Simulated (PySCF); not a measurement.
C3H6P3Si (charge -1).
SMILES with atom numbers: `[CH3:1][c:2]1[p:3][p:4][c:5]([SiH3:6])[p-:7]1`

Probes without a nucleus sit at each ring's centroid and 1 Å off its mean plane on both sides; NICS is minus the shielding there, NICSzz its component along the normal. Level: GIAO PBE0/pcSseg-1 (PySCF, non-relativistic, gas phase) on the GFN2-xTB geometry, one conformer.

Ring bond lengths (Å), with Mayer bond orders in brackets: C2–P3 1.737 (1.33), P3–P4 2.090 (1.32), P4–C5 1.739 (1.29), C5–P7 1.742 (1.23), P7–C2 1.744 (1.28).

Problem. Give the NICS values of each ring in ppm.

Solution. 
| ring | type | NICS(0) | NICS(1), two faces | NICS(1)zz, two faces | rms pucker (Å) | centre to ring atoms, mean (Å) |
| --- | --- | --- | --- | --- | --- | --- |
| C2–P3–P4–C5–P7 | 5-membered ring with 3 P; formal bonds all aromatic | -10.8 | -12.1 / -11.8 | -28.7 / -27.7 | 0.00 | 1.53 |

Problem. What do they say, and how far can they be read as aromaticity?

Solution. 
- C2–P3–P4–C5–P7: mean NICS(1)zz -28.2 ppm, shielded.

Problem. What are the shieldings of the ring atoms and their hydrogens in the same run (means over atoms taken as equivalent)?

Solution. 
```tsv
atoms	environment	σ isotropic (ppm)	principal values of the symmetric part, first atom (ppm)
C2	substituted aromatic carbon	-15.9	-178.5, 5.6, 125.3
P3	phosphorus bonded to C and P	3.4	-243.7, -23.1, 277.2
P4	phosphorus bonded to C and P	-8.4	-257.8, -48.8, 281.3
C5	substituted aromatic carbon	14.9	-135.2, 25.8, 154.2
P7	phosphorus bonded to 2 C	11.1	-204.7, -29.4, 267.3
```

Cost: about 70 s of CPU time on one thread; the machine was shared, so the figure is rough. This is the whole shielding run at PBE0/pcSseg-1, SCF included.
